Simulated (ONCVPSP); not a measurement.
An all-electron radial function and its pseudo partner (titanium)

Columns: radius, all-electron u(r) and pseudo u(r) of the 3d shell (level -4.58 eV) of titanium in the configuration [Ne] 3s2 3p6 3d2 4s1.75 4p0.25; PBE, scalar-relativistic, ONCV scheme, ONCVPSP 4.0.1.

```csv
r (bohr),all-electron,pseudo
0.118,0.0463,0.0050
0.235,0.1904,0.0370
0.353,0.3634,0.1144
0.470,0.5146,0.2380
0.588,0.6305,0.3958
0.705,0.7084,0.5606
0.822,0.7527,0.7063
0.940,0.7704,0.8125
1.058,0.7680,0.8667
1.175,0.7521,0.8712
1.292,0.7273,0.8381
1.410,0.6969,0.7824
1.528,0.6635,0.7193
1.645,0.6291,0.6597
1.763,0.5943,0.6076
1.880,0.5604,0.5647
1.998,0.5274,0.5281
2.115,0.4960,0.4961
2.232,0.4663,0.4663
2.350,0.4380,0.4380
2.468,0.4114,0.4114
2.585,0.3866,0.3866
2.702,0.3632,0.3632
2.820,0.3411,0.3411
2.938,0.3202,0.3202
3.055,0.3007,0.3007
```

Task: How many radial nodes do the two functions have?

Result: The all-electron 3d function has n − l − 1 = 0; the pseudo-wave has 0.

Task: At about which radius was the pseudo-wave matched?

Result: 2.15 bohr, where the columns begin to agree (steps of 0.12 bohr).

Task: Is the pseudo-wave norm-conserving?

Result: Yes: the ONCV scheme keeps the norm inside the radius equal to the all-electron one, which fixes the energy derivative of the logarithmic derivative at the level.
